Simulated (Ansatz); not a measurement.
```yaml
crystal:
  periodic: [false, false, false]
  atoms:
    - {symbol: C, position_ang: [1.287992, 0.133098, -0.745857]}
    - {symbol: C, position_ang: [0.496609, -0.186672, 0.515405]}
    - {symbol: C, position_ang: [1.031736, -1.486545, 1.108829]}
    - {symbol: N, position_ang: [-0.919586, -0.264342, 0.248512]}
    - {symbol: Sn, position_ang: [-1.864344, 1.157268, -0.665253]}
    - {symbol: Cl, position_ang: [-1.052708, 3.307035, -0.116730]}
    - {symbol: Cl, position_ang: [-1.790602, 1.059478, -2.924186]}
    - {symbol: Cl, position_ang: [-4.070116, 1.051376, -0.001085]}
    - {symbol: H, position_ang: [2.343088, 0.197138, -0.548712]}
    - {symbol: H, position_ang: [1.065604, -0.547898, -1.571097]}
    - {symbol: H, position_ang: [0.986665, 1.124698, -1.134015]}
    - {symbol: H, position_ang: [0.704508, 0.631726, 1.238651]}
    - {symbol: H, position_ang: [0.781676, -2.343700, 0.383417]}
    - {symbol: H, position_ang: [2.031686, -1.474058, 1.304147]}
    - {symbol: H, position_ang: [0.449314, -1.729027, 2.035525]}
    - {symbol: H, position_ang: [-1.443852, -0.589071, 0.996089]}
basis:
  gaussian: {orbitals: def2-mTZVPP}
magnetization: {spin_polarized: true, initial_magnetization: 0}
hamiltonian: {xc: {name: HF}}
correlation: {active_space: {window: {electrons: 2, orbitals: 1}}}
```

```sh
$ ansatz run in.yaml --threads 4 --pin off --events-out ev --progress --plain --max-ram 41984MiB --backend cpu
```

Q: How does Ansatz answer? (Estimate.)

A: Computed: The input was rejected before any iteration.
```
Error: invalid value for `correlation.active_space`: it starts from restricted Hartree–Fock orbitals; set hamiltonian.xc: hf without magnetization.spin_polarized
```
